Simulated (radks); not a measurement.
Results of a calculation; reference values are marked as such.
Dispersion coefficients C6 (hartree bohr^6) between ground-configuration atoms and ions, from the Casimir-Polder integral (3/pi) of alpha_A(iw) alpha_B(iw). Level of theory: scalar-relativistic Kohn-Sham, LDA (Slater exchange, Perdew-Wang correlation), spin-unpolarised, spherical densities, finite nucleus; Fermi nuclear charge, rms radius of each element as measured or else 0.836 A^(1/3) + 0.57 fm (a radial shooting solver on a logarithmic mesh with Libxc functionals). Response by self-consistent Sternheimer equations with the Hartree and adiabatic LDA kernel, the relativistic mass of each level held fixed and spin-orbit coupling left out. For heavy and open-shell atoms this level of theory can miss by tens of per cent.

C6,Ar+,Ni+,Pr2+,Tb
Ar+,32.14,,,
Ni+,31.81,32.44,,
Pr2+,47.00,47.07,70.53,
Tb,198.4,223.0,305.8,2242

Static polarisabilities (bohr^3): Ar+ ([Ne] 3s2 3p5) 7.103, Ni+ ([Ar] 3d9) 9.222, Pr2+ ([Xe] 4f3) 17.71, Tb ([Xe] 4f9 6s2) 151.1. The combination rule 2 Ca Cb / ((alpha_b/alpha_a) Ca + (alpha_a/alpha_b) Cb) gives 31.26 for Ar+-Ni+, against 31.81 from the integral.
